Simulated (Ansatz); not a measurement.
CH$_{3}$O, doublet, geometry from GFN2-xTB; BLYP/STO-3G in Ansatz (an electronic-structure program).

Input for Ansatz:
Ansatz 0.2 input:
```yaml
crystal:
  periodic: [false, false, false]
  atoms:
    - {symbol: C, position_ang: [0.00737565, -0.54258092, -0.03551608]}
    - {symbol: O, position_ang: [-0.02399647, 0.76721111, 0.02617374]}
    - {symbol: H, position_ang: [1.05649778, -0.91275134, 0.04462160]}
    - {symbol: H, position_ang: [-0.43522191, -0.98812215, 0.88627883]}
    - {symbol: H, position_ang: [-0.47355799, -0.98132992, -0.92719387]}
basis:
  gaussian:
    orbitals: STO-3G
hamiltonian:
  xc: blyp
magnetization: {spin_polarized: true, initial_magnetization: 1}
accuracy: high
```

Output, abridged:

```
Functional definition: BLYP
209 factors; integrals over basis functions are off by at most 2.0e-8 eV
mean field evaluation 1: about -3086.9846 eV, gradient 8.1e0 eV
mean field evaluation 2: about -3086.7924 eV, gradient 1.1e1 eV
mean field evaluation 4: about -3087.4376 eV, gradient 8.5e-2 eV
mean field evaluation 8: about -3087.3923 eV, gradient 2.9e-3 eV
mean field evaluation 16: about -3087.3923 eV, gradient 2.3e-7 eV
mean field evaluation 32: about -3087.2162 eV, gradient 2.0e0 eV
mean field -3087.39230622 eV, -113.4595745438 hartree, gradient 3.3e-8 eV, S^2 0.751500; 4 other end points of the search recorded, 0 dependent functions left out
reference -3087.39233639 eV, -113.4595756528 hartree; 9, 8 occupied and 4, 5 virtual orbitals, 209 factors
Total energy: -3087.39233639 eV, -113.4595756528 hartree
```
